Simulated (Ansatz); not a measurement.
`CO[BH][ZnH]` + `CCO[SiH3]` → `CBOC` + `[SiH3]O[CH2][ZnH]`  (redistribution)

Calculated with Ansatz (gas phase, PBE0-D4/def2-TZVP geometries, no zero-point term in ΔE). CCSD(T)/CBS is the MP2 limit (def2-TZVPP, def2-QZVPP) plus CCSD(T) − MP2 in def2-TZVPP, frozen cores. Functionals use def2-TZVPP. For Zn outer-core shells are correlated without core-valence functions, which leaves a few kJ/mol of doubt a bond. Scalar relativity is left out up to krypton. Each species was taken in one conformer, which may not be the lowest.

| level | ΔE (kcal/mol) |
| --- | --- |
| B2PLYP | -8.2 |
| PBE-QIDH | -8.1 |
| RPA@PBE/def2-TZVPP | -6.9 |
| SCS-MP2/def2-TZVPP | -8.2 |

Question: What does CCSD(T)/CBS give? (Estimate.)

Answer: Computed: -7.9 kcal/mol. The listed levels differ from it by -0.3, -0.2, 1.0, -0.3 kcal/mol.

Largest T1 diagnostic among the species: 0.016.

Leaving LDA and LC-ωPBE aside and taking each functional with its dispersion term where it has one, the values, not all of them listed here, spread over 1.3 kcal/mol, from r2SCAN-D4 to revPBE-D4. At CCSD(T), def2-SVP lies +2.0 kcal/mol from the extrapolated value and def2-TZVPP +0.1 kcal/mol.
